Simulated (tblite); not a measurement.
H4Sn, charge +1, doublet, at a GFN2-xTB geometry (such geometries of metal compounds can be far from the true shape) (a state made from the parent by changing its charge; the spin is typed, not shown lowest); GFN1-xTB run with tblite 0.6.0.

Here is a job for tblite.
```
$ tblite run mol.xyz --method gfn1 --charge 1 --spin 1 --grad --json tblite.json --no-restart

# file mol.xyz
5

Sn    -0.00000000     0.00000000     0.00000000
H     -0.83556149     1.27089269    -0.83469882
H     -0.20930557    -1.21031996    -1.22530410
H     -0.18607163    -1.06230516     1.35902114
H      1.23093869     1.00173242     0.70098178
```

It wrote (shortened):

```
xTB calculator
 | screened Coulomb repulsion
 | Coulomb electrostatics
 |  * isotropic Klopman-Ohno-Mataga-Nishimoto electrostatics
 |  * onsite third-order electrostatics
 | DFT-D3(BJ) dispersion correction

halogen bonding energy    0.0000000000000E+00 Eh
repulsion energy          1.0529584084350E-02 Eh
dispersion energy        -7.3038611674100E-04 Eh
number of electrons       7.0000000000000E+00 e
integral cutoff           2.8182813135037E+01 bohr

------------------------------------------------------------
  cycle        total energy    energy error   density error
------------------------------------------------------------
      1     -4.039786840197  -4.0495860E+00   5.8036992E-02
      2     -4.039816239166  -2.9398969E-05   3.6369092E-02
      3     -4.039818416571  -2.1774045E-06   2.1073127E-03
      4     -4.039820517190  -2.1006191E-06   1.7522919E-05
      5     -4.039820517220  -2.9651837E-11   1.0273079E-05
------------------------------------------------------------

electronic energy        -4.0496197151872E+00 Eh
total energy             -4.0398205172196E+00 Eh

Post processing:
 | Mayer-Wiberg bond orders

[Info] Tight-binding results written to 'tblite.txt'
[Info] JSON dump of results written to 'tblite.json'
```
